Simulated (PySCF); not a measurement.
C3H12O2Si2.
Atom-mapped SMILES: `[CH3:1][O:2][SiH2:3][O:4][CH2:5][CH2:6][SiH3:7]` (hydrogens: H8, H9, H10 on C1; H11, H12 on Si3; H13, H14 on C5; H15, H16 on C6; H17, H18, H19 on Si7)

Vertical excitations from PySCF (density fitting, frozen core in the response, grid level 2 and gas phase unless stated; continuum runs use non-equilibrium linear response for the excitations) on a GFN2-xTB geometry. Reference run:

| settings | S1, eV (f) | S2, eV (f) | S3, eV (f) | S4, eV (f) | S5, eV (f) | S6, eV (f) | T1, eV (Tamm–Dancoff) | mean α (au) |
| --- | --- | --- | --- | --- | --- | --- | --- | --- |
| PBE0/def2-SVPD, full TDDFT, 6 singlets | 7.19 (0.012) | 7.42 (0.020) | 7.64 (0.008) | 7.77 (0.009) | 7.81 (0.009) | 7.90 (0.004) | 6.91 | 97.2 |

**Question.** What do these settings give: (1) PBE0/MINI, grid level 1, full TDDFT, 25 singlets; (2) PW91/pcSseg-0, fitting basis def2-universal-jkfit, full TDDFT, 25 singlets?

**Answer.** 
| settings | S1, eV (f) | S2, eV (f) | S3, eV (f) | S4, eV (f) | S5, eV (f) | S6, eV (f) | T1, eV (Tamm–Dancoff) | mean α (au) |
| --- | --- | --- | --- | --- | --- | --- | --- | --- |
| PBE0/MINI, grid level 1, full TDDFT, 25 singlets | 8.29 (0.014) | 8.51 (0.004) | 8.74 (0.010) | 8.86 (0.016) | 8.99 (0.005) | 9.26 (0.024) | 7.66 | 61.3 |
| PW91/pcSseg-0, fitting basis def2-universal-jkfit, full TDDFT, 25 singlets | 6.35 (0.011) | 6.50 (0.003) | 6.76 (0.002) | 6.94 (0.006) | 7.06 (0.026) | 7.16 (0.006) | 6.25 | 82.3 |

(1) S1 moves by +1.10 eV. (2) S1 moves by -0.84 eV; functional and basis change together, so the shift can't be laid on one. States are counted by energy in each run and needn't keep their character from row to row.

**Question.** Give the leading configurations of S1 (H = HOMO, L = LUMO) and the HOMO–LUMO gap of each run.

**Answer.** 
```csv
settings,S1 configurations (weight),S1 (eV),orbital gap (eV),S1 − gap (eV)
"PBE0/def2-SVPD, full TDDFT, 6 singlets","H→L 0.73, H→L+1 0.15",7.19,8.31,-1.12
"PBE0/MINI, grid level 1, full TDDFT, 25 singlets","H→L 0.68, H→L+1 0.11, H−1→L 0.11",8.29,9.66,-1.37
"PW91/pcSseg-0, fitting basis def2-universal-jkfit, full TDDFT, 25 singlets",H→L 0.99,6.35,6.31,+0.04
```

The values belong to the conformer `[CH3:1][O:2][SiH2:3][O:4][CH2:5][CH2:6][SiH3:7]`: C1–O2–Si3–O4 60°, O2–Si3–O4–C5 -179°, Si3–O4–C5–C6 -54°, O4–C5–C6–Si7 -178°.
